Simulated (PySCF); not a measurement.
State search for BeO

Unrestricted PBE0; Be 3-21G, O 3-21G; no relativity (PySCF 2.14). Outer shells of the fragments: Be 2s2; O 2s2 2p4.

Followed along the bond (rough minima from three points):

```tsv
2Ms+1	unpaired	⟨S²⟩ at the start	R at minimum (Å)	Te (eV)
1	none	0.00	1.36	0.00
3	σ ↑, π ↑	2.00	1.50	0.54
1	σ ↓, π ↑	1.01	1.50	0.59
3	σ ↑↑	2.00	1.43	1.77
```

Solutions found at the starting distance of 1.560 Å, counted from the lowest of them; the search is not exhaustive and high or unbound solutions are not listed, so other states can lie among these:

```json
{"2Ms+1": "3", "unpaired": "σ ↑, π ↑", "term": "³Π", "E (eV)": "0.00", "⟨S²⟩": "2.00", "⟨Lz²⟩": "1.01", "μ (D)": "-1.08"}
{"2Ms+1": "1", "unpaired": "σ ↓, π ↑", "term": "mixed", "E (eV)": "0.05", "⟨S²⟩": "1.01", "⟨Lz²⟩": "1.01", "μ (D)": "-1.06"}
{"2Ms+1": "1", "unpaired": "none", "term": "¹Σ⁺", "E (eV)": "0.14", "⟨S²⟩": "0.00", "⟨Lz²⟩": "0.00", "μ (D)": "-5.06"}
{"2Ms+1": "3", "unpaired": "σ ↑↑", "term": "³Σ⁺", "E (eV)": "1.38", "⟨S²⟩": "2.00", "⟨Lz²⟩": "0.00", "μ (D)": "-0.63"}
{"2Ms+1": "3", "unpaired": "π ↑↑", "term": "mixed", "E (eV)": "3.65", "⟨S²⟩": "2.00", "⟨Lz²⟩": "2.00", "μ (D)": "-3.43"}
{"2Ms+1": "3", "unpaired": "π ↑↑", "term": "mixed", "E (eV)": "4.04", "⟨S²⟩": "2.00", "⟨Lz²⟩": "2.00", "μ (D)": "-3.58"}
{"2Ms+1": "1", "unpaired": "π ↑↓", "term": "mixed", "E (eV)": "4.13", "⟨S²⟩": "1.03", "⟨Lz²⟩": "2.01", "μ (D)": "-3.52"}
{"2Ms+1": "3", "unpaired": "π ↑↑", "term": "³Σ⁻", "E (eV)": "4.87", "⟨S²⟩": "2.01", "⟨Lz²⟩": "0.00", "μ (D)": "4.21"}
{"2Ms+1": "1", "unpaired": "π ↑↓", "term": "mixed", "E (eV)": "5.72", "⟨S²⟩": "1.00", "⟨Lz²⟩": "2.00", "μ (D)": "4.22"}
{"2Ms+1": "3", "unpaired": "σ ↓, π ↑↑↑", "term": "mixed", "E (eV)": "7.11", "⟨S²⟩": "3.00", "⟨Lz²⟩": "1.00", "μ (D)": "3.58"}
```

A term symbol is given only where ⟨S²⟩ and ⟨Lz²⟩ are close to those of a pure state; real π, δ and φ orbitals otherwise mix terms. A positive dipole means Be(−)O(+).

Q: Compare the gap between the two lowest followed solutions at the starting distance with the gap between their minima.

A: At PBE0 the second solution (triplet, unpaired electrons σ ↑, π ↑) lies -0.14 eV from the first (singlet, closed shell) at 1.560 Å and +0.54 eV at the minima; the two curves relax by different amounts, since their minima lie near 1.50 and 1.36 Å.

The measured ground state is X ¹Σ+ (Huber and Herzberg, Constants of Diatomic Molecules (1979)).

Counting both spins, an empty level lies below a filled one in some of these solutions, because spin and occupation are held. 3-21G is very small, so such numbers show the basis as much as the molecule.
